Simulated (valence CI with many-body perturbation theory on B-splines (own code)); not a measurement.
The numbers below are computed, except where a source is named.
# Os LIV: what the settings do

Method: relativistic CI+MBPT: five valence electrons over a frozen Dirac-Fock core [Ar], a basis of 6 s, 6 p, 5 d, 5 f, 1 g functions for each j, with the one-electron correlation potential Σ1 (screened to all orders), the two-electron term Σ2, the three-electron term Σ3, Breit, model QED; selected single and double excitations, second order for the rest, scaled by the run's own slope (own B-spline code, finite nucleus).

The last digits are not significant, and no measured levels were compared; by estimate large intervals hold to a few tenths of a per cent, small ones and those within an open d or f shell to about a per cent. Among the levels kept, up to 410 cm⁻¹ of a level comes from second order outside the variational space, and about a tenth of that is noise between levels of different J, which matters for small intervals. Only levels of the ground parity were solved; by the run's estimate the other parity begins above the list, which can be wrong where configurations are misplaced.

The reference run has the lowest level (3d3/2^4 3d5/2) J=5/2 and an ionisation energy of 5051.93 eV. Its largest variational space holds 9999 state functions.

Levels are named by their leading jj configuration (3d3/2^4 stands for four electrons in 3d with j = 3/2), which in mixed levels can hold well under half, so a name can repeat and another be missing. Letters in brackets count levels of one name in rising energy.

Changed runs:
A. lowest core n in screening and Σ2 1 → 2
B. core polarisation of operators on → off
C. selection threshold (hartree) 2e-08 → 1e-06
D. Davidson tolerance 2e-05 → 0.03 (bad on purpose)

Excitation energies of the reference run in cm⁻¹, and shifts in cm⁻¹:

```tsv
Level	Reference	A	B	C	D
(3d3/2^3 3d5/2^2) J=5/2 [a]	545240	+0.1	0	0	+0.1
(3d3/2^3 3d5/2^2) J=7/2 [a]	641553	+1.0	0	0	+0.2
(3d3/2^3 3d5/2^2) J=11/2	651493	+0.8	0	-32	-0.1
(3d3/2^3 3d5/2^2) J=3/2 [a]	658010	+0.9	0	-13	-0.1
(3d3/2^3 3d5/2^2) J=9/2	699241	+1.5	0	+59	+0.2
(3d3/2^3 3d5/2^2) J=5/2 [b]	731625	+1.8	0	0	+0.3
(3d3/2^3 3d5/2^2) J=1/2	764353	+1.9	0	-22	-0.3
(3d3/2^3 3d5/2^2) J=7/2 [b]	768297	+2.2	0	0	+0.2
(3d3/2^3 3d5/2^2) J=3/2 [b]	914638	+2.4	0	-14	-0.1
(3d3/2^2 3d5/2^3) J=5/2 [a]	1177660	+0.7	0	0	0
(3d3/2^2 3d5/2^3) J=7/2 [a]	1250880	+1.5	0	0	+0.1
(3d3/2^2 3d5/2^3) J=11/2	1253310	+1.2	0	-40	+0.1
Ionisation energy (eV)	5051.93	+9e-05	0	-0.00011	-4e-05
```

No effect on these energies: B.
